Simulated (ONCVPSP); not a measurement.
Logarithmic derivatives: O (Z = 8), ONCV

* Element: oxygen
* Generator: ONCVPSP 4.0.1
* Type: optimised norm-conserving Vanderbilt (ONCV)
* Functional: LDA (Perdew-Zunger)
* Relativity: scalar-relativistic
* Frozen core: [He]
* Valence charge: 6
* Reference configuration: 2s2 2p2 (charge +2)
* Partial waves: 2s: rc 0.60 bohr, ncon 4, nbas 9, qcut 9.1 1/bohr, local; 2p: rc 1.55 bohr, ncon 4, nbas 9, qcut 7.4 1/bohr, 2 projectors, debl 1 Ha; d scattering state at 0.46 Ha: rc 1.80 bohr, ncon 4, nbas 7, qcut 6.5 1/bohr, 3 projectors, debl 2.3 Ha
* Local potential: the s channel
* Core correction: none

In the p channel the program set the typed energies aside and used -1.593, 0.250 Ha.

The phase is arctan(r·R′/R) of the radial function R(r), unwrapped; energies in Ha, scanned from -4 to 5 Ha. A pole is an energy at which the radial function vanishes at the test radius. The pseudo phase is shifted by a multiple of π to meet the all-electron one at the reference energy, and phase errors are pseudo minus all-electron; the curves can meet again beyond the range given. Levels narrower than the energy grid can be missing from the lists of poles.

**Question.** For each channel, where are the poles, and over which energies does the pseudopotential scatter like the atom?

**Answer.**

```json
{"channel": "s", "radius (bohr)": "0.61", "reference energy (Ha)": "-2.13", "poles, all-electron": "none", "poles, pseudo": "none", "unbroken range about the reference energy with phases within 0.05 rad": "the whole range", "phase error 1 Ha above the reference energy (rad)": "-0.002"}
{"channel": "p", "radius (bohr)": "1.57", "reference energy (Ha)": "-1.59", "poles, all-electron": "-1.08", "poles, pseudo": "-1.08", "unbroken range about the reference energy with phases within 0.05 rad": "the whole range", "phase error 1 Ha above the reference energy (rad)": "+0.000"}
{"channel": "d", "radius (bohr)": "1.82", "reference energy (Ha)": "0.46", "poles, all-electron": "2.00", "poles, pseudo": "2.00", "unbroken range about the reference energy with phases within 0.05 rad": "the whole range", "phase error 1 Ha above the reference energy (rad)": "-0.000"}
```

Phases in the s channel:

```csv
E (Ha),all-electron,pseudo
-3.98,0.270,0.263
-3.74,0.225,0.219
-3.50,0.178,0.174
-3.26,0.129,0.126
-3.02,0.080,0.078
-2.78,0.029,0.028
-2.54,-0.022,-0.023
-2.30,-0.074,-0.074
-2.06,-0.127,-0.127
-1.82,-0.179,-0.179
-1.58,-0.231,-0.231
-1.34,-0.282,-0.283
-1.10,-0.333,-0.335
-0.86,-0.382,-0.386
-0.62,-0.430,-0.435
-0.38,-0.477,-0.484
-0.14,-0.523,-0.531
0.10,-0.567,-0.577
0.34,-0.609,-0.621
0.58,-0.650,-0.663
0.82,-0.689,-0.704
1.06,-0.726,-0.743
1.30,-0.761,-0.780
1.54,-0.795,-0.816
1.78,-0.827,-0.849
2.02,-0.858,-0.882
2.26,-0.887,-0.912
2.50,-0.914,-0.942
2.74,-0.941,-0.970
2.98,-0.966,-0.996
3.22,-0.990,-1.022
3.46,-1.012,-1.046
3.70,-1.034,-1.069
3.94,-1.054,-1.090
4.18,-1.074,-1.111
4.42,-1.093,-1.131
4.66,-1.111,-1.150
4.90,-1.128,-1.168
```
